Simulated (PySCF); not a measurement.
Magnetic shielding above rings: a mixed set.

NICS = −σ at a ghost point: NICS(0) at the centroid of the ring atoms, NICS(1) 1 Å to either side along the normal of their mean plane, zz for the tensor component along that normal. Level: GIAO PBE0/pcSseg-1 (PySCF, non-relativistic, gas phase) on the GFN2-xTB geometries, one conformer each. Atom numbers follow the mapped SMILES.

**Question.** Order these rings by mean NICS(1)zz, lowest (most negative) first (ppm).
A. ring C5–C6–C7–O10 in `[CH3:1][O:2][C:3](=[O:4])[C:5]1=[CH:6][C:7]([F:8])([F:9])[O:10]1`
B. ring C2–Si3–C4–Si5–Si6 in `[Cl:1][C@H:2]1[SiH2:3][CH2:4][SiH2:5][SiH2:6]1`
C. ring P3–C4–C5–C6–C7 in `[CH3:1][CH2:2][p:3]1[cH:4][cH:5][cH:6][c:7]1[F:8]`
D. ring C3–C4–C5–C6 in `[CH3:1][SiH2:2][C@@H:3]1[CH:4]=[CH:5][C@@H:6]1[C:7]#[N:8]`
E. ring N3–C4–P5–C6–C8 in `[CH2:1]=[CH:2][n:3]1[cH:4][p:5][c:6]([SiH3:7])[c:8]1[F:9]`
F. ring C5–C6–C7–C8–C9–C11 in `[CH3:1][O:2][C:3](=[O:4])[C@H:5]1[CH2:6][CH2:7][CH2:8][C:9](=[O:10])[CH2:11]1`
G. ring C4–C5–O6 in `[O:1]=[C:2]([OH:3])[C@@H:4]1[CH2:5][O:6]1`

**Answer.** G (-24.6), E (-21.6), C (-10.3), B (-1.3), D (0.4), F (2.3), A (5.4).

```csv
SMILES,ring,NICS(0),NICS(1),NICS(1)zz,HOMA,rms pucker (Å),ring atoms with four or more neighbours
O=C(O)[C@@H]1CO1,3-membered ring with O; formal bonds all single,-47.4,-6.2,-24.6,–,0.00,2
C=Cn1cpc([SiH3])c1F,5-membered ring with N and P; formal bonds all aromatic,-11.5,-9.5,-21.6,0.73,0.00,0
CCp1cccc1F,5-membered ring with P; bonds drawn aromatic by RDKit's count,-5.8,-5.6,-10.3,0.08,0.05,0
Cl[C@H]1[SiH2]C[SiH2][SiH2]1,5-membered ring with 3 Si; formal bonds all single,-4.1,-3.4,-1.3,–,0.20,5
C[SiH2][C@@H]1C=C[C@@H]1C#N,"4-membered carbocycle; formal bonds 1 double, 3 single",0.1,-2.2,0.4,–,0.01,2
COC(=O)[C@H]1CCCC(=O)C1,6-membered carbocycle; formal bonds all single,-0.9,-1.8,2.3,–,0.23,5
COC(=O)C1=CC(F)(F)O1,"4-membered ring with O; formal bonds 1 double, 3 single",-2.8,-0.7,5.4,–,0.00,1
```

NICS(0) gives another order. The isotropic NICS(1) gives another order. HOMA uses Krygowski's 1993 parameters; it is left out where a ring has a four-coordinate atom, a triple bond, no multiple bond or a kind of bond without parameters. NICS(1) and NICS(1)zz are means over the two faces.
